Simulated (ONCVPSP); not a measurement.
## Scattering properties, ONCV potential for Hf

```json
{"Element": "Hf", "Generator": "ONCVPSP 4.0.1", "Type": "optimised norm-conserving Vanderbilt (ONCV)", "Functional": "revPBE", "Relativity": "fully relativistic", "Frozen core": "[Kr] 4d10 4f14", "Valence charge": "12", "Reference configuration": "5s2 5p6 5d2 6s2", "Partial waves": "5s+6s: rc 1.65 bohr, ncon 4, nbas 7, qcut 7.7 1/bohr, 3 projectors, debl 1.5 Ha; 5p: rc 1.90 bohr, ncon 4, nbas 9, qcut 7.2 1/bohr, 2 projectors, debl 1.7 Ha; 5d: rc 2.85 bohr, ncon 5, nbas 10, qcut 5.6 1/bohr, 1 projector", "Local potential": "polynomial inside 1.55 bohr (lpopt 5, dvloc0 0 Ha)", "Core correction": "Teter function, fcfact 5.25, rcfact 1.35"}
```

Open shells are filled in proportion to 2j + 1.

The phase is arctan(r·R′/R) of the radial function R(r), unwrapped; energies in Ha, scanned from -4 to 5 Ha. A pole is an energy at which the radial function vanishes at the test radius. The pseudo phase is shifted by a multiple of π to meet the all-electron one at the reference energy, and phase errors are pseudo minus all-electron; the curves can meet again beyond the range given. Levels narrower than the energy grid can be missing from the lists of poles.

Task: For each channel, where are the poles, and over which energies does the pseudopotential scatter like the atom?

Result:

| channel | radius (bohr) | reference energy (Ha) | poles, all-electron | poles, pseudo | unbroken range about the reference energy with phases within 0.05 rad | phase error 1 Ha above the reference energy (rad) |
| --- | --- | --- | --- | --- | --- | --- |
| s | 1.68 | -0.19 | -1.77 | -1.77 | the whole range | +0.000 |
| p3/2 | 1.92 | -1.23 | -0.62 | -0.62 | the whole range | -0.000 |
| p1/2 | 1.92 | -1.51 | -1.07 | -1.07 | the whole range | -0.000 |
| d5/2 | 2.89 | -0.09 | 0.20, 2.81 | 0.20, 2.86 | below 1.0 | +0.024 |
| d3/2 | 2.89 | -0.11 | 0.16, 2.74 | 0.16, 2.84 | below 0.9 | +0.043 |

Phases in the d5/2 channel:

```csv
E (Ha),all-electron,pseudo
-3.98,1.430,1.430
-3.74,1.425,1.425
-3.50,1.419,1.419
-3.26,1.413,1.413
-3.02,1.405,1.405
-2.78,1.397,1.397
-2.54,1.387,1.387
-2.30,1.375,1.375
-2.06,1.361,1.361
-1.82,1.344,1.344
-1.58,1.321,1.321
-1.34,1.291,1.291
-1.10,1.247,1.247
-0.86,1.176,1.176
-0.62,1.031,1.032
-0.38,0.573,0.573
-0.14,-0.898,-0.898
0.10,-1.472,-1.472
0.34,-1.677,-1.675
0.58,-1.845,-1.841
0.82,-2.119,-2.105
1.06,-2.886,-2.827
1.30,-3.961,-3.917
1.54,-4.342,-4.323
1.78,-4.493,-4.482
2.02,-4.575,-4.567
2.26,-4.629,-4.622
2.50,-4.670,-4.663
2.74,-4.704,-4.697
2.98,-4.735,-4.727
3.22,-4.767,-4.757
3.46,-4.803,-4.791
3.70,-4.850,-4.833
3.94,-4.921,-4.894
4.18,-5.058,-5.003
4.42,-5.453,-5.287
4.66,-6.744,-6.409
4.90,-7.410,-7.349
```
